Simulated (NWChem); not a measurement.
Species: C3H5BO2; SMILES OB(C=C=C)O

```xyz
11

C      0.1953    -2.7180     0.0000
C     -0.3360    -1.5241     0.0000
C     -0.8559    -0.3181     0.0000
B     -0.0008     0.9879     0.0000
O     -0.6873     2.1697     0.0000
O      1.3598     0.8931     0.0000
H      0.4282    -3.2334     0.9374
H      0.4282    -3.2334    -0.9374
H     -1.9504    -0.2291     0.0000
H     -0.1417     2.9611     0.0000
H      1.8287     1.7318     0.0000
```
Atoms are numbered in this order, from 1.

Results from NWChem. Pople sets run with spherical d functions. The geometry was optimised at PBE0/def2-SVP. Atomic charges in e: unrestrained fits to the electrostatic potential beside Mulliken populations; buried atoms are poorly determined by the fit.

For level Hartree-Fock/6-31G*:

Mulliken C1: -0.54
Mulliken C3: -0.54
ESP B4: 0.93
Mulliken B4: 0.81
ESP O5: -0.78
Mulliken O5: -0.74

What are these values for level B3LYP/def2-SVP?


| Property | Value |
|---|---|
| Mulliken C1 | -0.21 |
| Mulliken C3 | -0.15 |
| ESP B4 | 0.73 |
| Mulliken B4 | -0.08 |
| ESP O5 | -0.66 |
| Mulliken O5 | -0.13 |
